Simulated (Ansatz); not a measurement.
Mulliken charges of `C=[N][GaH][CH3]` from PBE/def2-TZVPP in Ansatz (PBE0-D4/def2-TZVP geometry).

```json
{"atom": "C1", "x (Å)": "0.128", "y (Å)": "2.225", "z (Å)": "-0.800", "charge (e)": "-0.062"}
{"atom": "N2", "x (Å)": "0.392", "y (Å)": "1.013", "z (Å)": "-0.707", "charge (e)": "-0.192"}
{"atom": "Ga3", "x (Å)": "0.813", "y (Å)": "-0.543", "z (Å)": "0.131", "charge (e)": "0.195"}
{"atom": "C4", "x (Å)": "-0.682", "y (Å)": "-1.699", "z (Å)": "0.646", "charge (e)": "-0.369"}
{"atom": "H5", "x (Å)": "-0.092", "y (Å)": "2.692", "z (Å)": "-1.772", "charge (e)": "0.082"}
{"atom": "H6", "x (Å)": "0.093", "y (Å)": "2.913", "z (Å)": "0.061", "charge (e)": "0.083"}
{"atom": "H7", "x (Å)": "2.341", "y (Å)": "-0.858", "z (Å)": "0.190", "charge (e)": "-0.040"}
{"atom": "H8", "x (Å)": "-0.629", "y (Å)": "-2.653", "z (Å)": "0.116", "charge (e)": "0.101"}
{"atom": "H9", "x (Å)": "-0.641", "y (Å)": "-1.917", "z (Å)": "1.716", "charge (e)": "0.098"}
{"atom": "H10", "x (Å)": "-1.638", "y (Å)": "-1.225", "z (Å)": "0.422", "charge (e)": "0.104"}
```

By hand: the dipole of these point charges (1 e Å = 4.8032 D).

Σ q r = (-0.063, 0.102, 0.048) e Å, of length 0.129 e Å = 0.62 D.

How does the dipole of the full density compare? (Estimate.)

The calculation gave: (-0.136, 0.095, 0.123) e Å, 0.99 D; the point charges give 0.63 times that, at 25° from its direction.

Point charges leave out the atoms' own dipoles, such as those of lone pairs, and Mulliken's split depends on the basis, so the two needn't agree.
